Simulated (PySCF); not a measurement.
A structure optimised at r2SCAN-D4/def2-SVP, used in a PySCF frequency run:

```
C
H 1 1.1154
O 1 1.4162 2 111.72
H 3 0.9663 1 107.61 2 62.96
C 1 1.5367 2 107.17 3 123.49
H 5 1.1005 1 110.91 2 56.83
H 5 1.1020 6 109.24 1 -122.45
H 5 1.1040 6 107.73 7 -116.59
B 1 1.5713 2 106.57 3 -119.83
F 9 1.3295 1 121.15 2 130.32
C 9 1.5763 10 116.37 1 -178.24
F 11 1.3925 9 112.54 10 -176.33
H 11 1.1079 12 108.77 6 -164.15
H 11 1.1086 13 105.78 12 116.80
```
Charge 0, spin multiplicity 1.

### Question
Write its SMILES and formula.

### Answer
C[C@@H](O)B(F)CF, C₃H₇BF₂O

### Question
What are its rotational constants (standard atomic weights)?

### Answer
3.1937, 1.9877, 1.3831 GHz
